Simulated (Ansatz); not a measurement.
CCl2F3In, SMILES F[C](F)(F)[In]([Cl])[Cl]. Atoms are numbered in the order given.

```xyz
7

In    -0.0514     0.0813     0.3477
C      0.2020    -0.4178    -1.8079
F     -0.6722     0.2466    -2.5747
F      0.0256    -1.7295    -2.0225
F      1.4388    -0.0964    -2.2198
Cl    -1.2567     1.9602     1.0731
Cl     0.8979    -1.2411     2.0385
```

Geometry optimised at B3LYP-D3(BJ)/def2-SVP. The structure was generated by enumeration; whether it is a known compound was not checked. The def2 effective core potentials stand for the cores of In; spin–orbit coupling is left out.

Two levels are set side by side: PBE-D3(BJ)/def2-SVP (Ansatz, a quantum-chemistry and plane-wave program) and B3LYP-D3(BJ)/def2-SVP (Ansatz). Each level has its own optimised geometry; the coordinates shown are those of the second. Differences are taken from unrounded values.

| quantity | B3LYP-D3(BJ) | PBE-D3(BJ) | PBE-D3(BJ) minus B3LYP-D3(BJ) |
|---|---|---|---|
| mean bond length (Å) | 1.824 | 1.832 | 0.008 |
| bond In1–C2 (Å) | 2.227 | 2.237 | 0.010 |
| bond In1–Cl6 (Å) | 2.347 | 2.355 | 0.008 |
| bond In1–Cl7 (Å) | 2.347 | 2.355 | 0.008 |
| bond C2–F3 (Å) | 1.339 | 1.347 | 0.008 |
| bond C2–F4 (Å) | 1.341 | 1.348 | 0.008 |
| bond C2–F5 (Å) | 1.343 | 1.351 | 0.008 |

GGA bonds tend to be longer and softer than those of functionals with exact exchange. Differences between two approximate levels are no errors against the true value.
